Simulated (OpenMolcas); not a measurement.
Ni2+ among 6 point charges of -2.2 e arranged as an octahedron (Oh).

```json
{
  "Program": "OpenMolcas",
  "Method": "CASSCF",
  "Basis": "ANO-RCC-VDZP [5s4p2d1f]",
  "Scalar Hamiltonian": "DKH2, point nucleus",
  "Active space": "8 electrons in 5 orbitals (3d)",
  "State averaging": "2S+1 = 3 even, 10 roots; 2S+1 = 1 even, 15 roots",
  "Spin-orbit coupling": "state interaction with AMFI integrals over the reference wave functions"
}
```

All point charges move together. At R = 1.66 Å the first state of the same spin is 10482 cm-1, and at R = 1.86 Å it is 6640 cm-1.

**Question.** A third run gives 8503 cm-1. What distance was it run at?

**Answer.** With a power law R^-n the two known points give n = -ln(6640 / 10482) / ln(1.86 / 1.66) = 4.01. Then R = 1.66 × (10482 / 8503)^(1/4.01) = 1.749 Å. The run was at 1.75 Å, so the estimate is off by -0.001 Å.

Without dynamic correlation the repulsion within the d shell is too large (B by tens of per cent), so at a given field states of lower spin stand too high. This is an electrostatic model: the charges have no orbitals. No measured value stands beside these numbers.
